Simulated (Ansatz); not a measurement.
## Molecular dynamics of C$_{2}$H$_{3}$AlO

Input:

```yaml
crystal:
  periodic: [false, false, false]
  atoms:
    - { symbol: O, position_ang: [-0.451592, -2.001299, 1.625635] }
    - { symbol: C, position_ang: [0.080988, -1.296011, 0.866367] }
    - { symbol: C, position_ang: [0.624191, -0.458242, 0.009053] }
    - { symbol: Al, position_ang: [-0.371751, 1.076527, -0.567593] }
    - { symbol: H, position_ang: [1.629675, -0.672509, -0.343155] }
    - { symbol: H, position_ang: [-1.835632, 1.291181, 0.014175] }
    - { symbol: H, position_ang: [0.32412, 2.060353, -1.604481] }
magnetization:
  spin_polarized: true
basis:
  gaussian: { orbitals: "6-31G*" }
hamiltonian:
  xc: pbe0
md:
  timestep: 0.25
  n_steps: 100
  ensemble: nve
  temperature: 400.0
  initial_velocities: maxwell_boltzmann
  seed: 891830
```

Run as:

```bash
$ ansatz run input.yaml --threads 2 --pin off --max-ram 3072MiB --backend cpu --events-out ev --progress --plain --runs-dir out
```

It starts from a relaxed structure.

Output, in part (one step line in 4, the closing report, with atoms numbered from 0):

```
md step     0: t =     0.00 fs  T =   400.0 K  F+E_penalty+E_count = -10757.53482955 eV  E_kin = 0.258520 eV  conserved = -10757.27630955 eV  (27 SCF iters)
md step     4: t =     1.00 fs  T =   346.6 K  F+E_penalty+E_count = -10757.50017897 eV  E_kin = 0.223989 eV  conserved = -10757.27618985 eV  (27 SCF iters)
md step     8: t =     2.00 fs  T =   240.2 K  F+E_penalty+E_count = -10757.43110084 eV  E_kin = 0.155234 eV  conserved = -10757.27586695 eV  (26 SCF iters)
md step    12: t =     3.00 fs  T =   191.3 K  F+E_penalty+E_count = -10757.39947414 eV  E_kin = 0.123645 eV  conserved = -10757.27582937 eV  (26 SCF iters)
md step    16: t =     4.00 fs  T =   216.2 K  F+E_penalty+E_count = -10757.41579523 eV  E_kin = 0.139747 eV  conserved = -10757.27604844 eV  (26 SCF iters)
md step    20: t =     5.00 fs  T =   241.9 K  F+E_penalty+E_count = -10757.43248977 eV  E_kin = 0.156369 eV  conserved = -10757.27612101 eV  (29 SCF iters)
md step    24: t =     6.00 fs  T =   235.3 K  F+E_penalty+E_count = -10757.42808260 eV  E_kin = 0.152042 eV  conserved = -10757.27604015 eV  (26 SCF iters)
md step    28: t =     7.00 fs  T =   219.3 K  F+E_penalty+E_count = -10757.41768177 eV  E_kin = 0.141717 eV  conserved = -10757.27596514 eV  (26 SCF iters)
md step    32: t =     8.00 fs  T =   219.9 K  F+E_penalty+E_count = -10757.41807229 eV  E_kin = 0.142103 eV  conserved = -10757.27596922 eV  (26 SCF iters)
md step    36: t =     9.00 fs  T =   234.1 K  F+E_penalty+E_count = -10757.42732931 eV  E_kin = 0.151270 eV  conserved = -10757.27605957 eV  (26 SCF iters)
md step    40: t =    10.00 fs  T =   227.9 K  F+E_penalty+E_count = -10757.42343815 eV  E_kin = 0.147272 eV  conserved = -10757.27616604 eV  (27 SCF iters)
md step    44: t =    11.00 fs  T =   167.7 K  F+E_penalty+E_count = -10757.38446042 eV  E_kin = 0.108353 eV  conserved = -10757.27610791 eV  (27 SCF iters)
md step    48: t =    12.00 fs  T =    82.5 K  F+E_penalty+E_count = -10757.32916643 eV  E_kin = 0.053324 eV  conserved = -10757.27584207 eV  (26 SCF iters)
md step    52: t =    13.00 fs  T =    64.8 K  F+E_penalty+E_count = -10757.31765109 eV  E_kin = 0.041887 eV  conserved = -10757.27576374 eV  (26 SCF iters)
md step    56: t =    14.00 fs  T =   139.7 K  F+E_penalty+E_count = -10757.36630177 eV  E_kin = 0.090278 eV  conserved = -10757.27602362 eV  (27 SCF iters)
md step    60: t =    15.00 fs  T =   219.9 K  F+E_penalty+E_count = -10757.41828413 eV  E_kin = 0.142089 eV  conserved = -10757.27619501 eV  (26 SCF iters)
md step    64: t =    16.00 fs  T =   238.7 K  F+E_penalty+E_count = -10757.43037484 eV  E_kin = 0.154243 eV  conserved = -10757.27613150 eV  (26 SCF iters)
md step    68: t =    17.00 fs  T =   211.4 K  F+E_penalty+E_count = -10757.41263835 eV  E_kin = 0.136630 eV  conserved = -10757.27600837 eV  (26 SCF iters)
md step    72: t =    18.00 fs  T =   182.5 K  F+E_penalty+E_count = -10757.39386920 eV  E_kin = 0.117924 eV  conserved = -10757.27594478 eV  (26 SCF iters)
md step    76: t =    19.00 fs  T =   177.4 K  F+E_penalty+E_count = -10757.39060305 eV  E_kin = 0.114638 eV  conserved = -10757.27596470 eV  (27 SCF iters)
md step    80: t =    20.00 fs  T =   189.9 K  F+E_penalty+E_count = -10757.39879043 eV  E_kin = 0.122741 eV  conserved = -10757.27604896 eV  (26 SCF iters)
md step    84: t =    21.00 fs  T =   192.4 K  F+E_penalty+E_count = -10757.40042124 eV  E_kin = 0.124328 eV  conserved = -10757.27609329 eV  (27 SCF iters)
md step    88: t =    22.00 fs  T =   176.4 K  F+E_penalty+E_count = -10757.38995806 eV  E_kin = 0.113996 eV  conserved = -10757.27596221 eV  (29 SCF iters)
md step    92: t =    23.00 fs  T =   190.5 K  F+E_penalty+E_count = -10757.39897124 eV  E_kin = 0.123130 eV  conserved = -10757.27584083 eV  (26 SCF iters)
md step    96: t =    24.00 fs  T =   270.6 K  F+E_penalty+E_count = -10757.45094520 eV  E_kin = 0.174903 eV  conserved = -10757.27604251 eV  (25 SCF iters)
md step   100: t =    25.00 fs  T =   347.3 K  F+E_penalty+E_count = -10757.50072237 eV  E_kin = 0.224444 eV  conserved = -10757.27627811 eV  (28 SCF iters)
Total energy: -10757.50075180 eV, -395.3308609326 hartree
Atom 0 at    -0.426255    -2.058130     1.634170 Å, force    -0.117759    -0.269208     0.312521 eV/Å
Atom 1 at     0.082179    -1.319166     0.897606 Å, force     0.158222     0.621926    -0.631132 eV/Å
Atom 2 at     0.576556    -0.446947     0.034222 Å, force    -0.707966    -0.047326     0.547371 eV/Å
Atom 3 at    -0.367054     1.108227    -0.591009 Å, force     0.074614    -0.071868    -0.171230 eV/Å
Atom 4 at     1.582667    -0.599226    -0.295811 Å, force     0.616383    -0.167046    -0.235744 eV/Å
Atom 5 at    -1.791655     1.551980    -0.064287 Å, force    -0.086975    -0.080789     0.135216 eV/Å
Atom 6 at     0.352680     1.921089    -1.754194 Å, force     0.063480     0.014311     0.042998 eV/Å
Dipole moment:     0.201006     0.055303    -0.084808 e Å
```

All steps were run. The conserved energy stayed within 0.081 meV per atom of its start (net change 0.0046 meV per atom), so the integration is sound. A run of 0.025 ps of so small a system gives no equilibrium averages.

The same pairs are bonded in the first frame and the last. Pairs count as bonded within 1.25 times the sum of covalent radii (0.12 Å more for H–H).

Last frame:

```xyz
7
Properties=species:S:1:pos:R:3
O -0.426 -2.058 1.634
C 0.082 -1.319 0.898
C 0.577 -0.447 0.034
Al -0.367 1.108 -0.591
H 1.583 -0.599 -0.296
H -1.792 1.552 -0.064
H 0.353 1.921 -1.754
```

Run time: 5 min on 2 threads of Arm Neoverse N1, with other jobs on the host, peak memory 0.16 GiB.
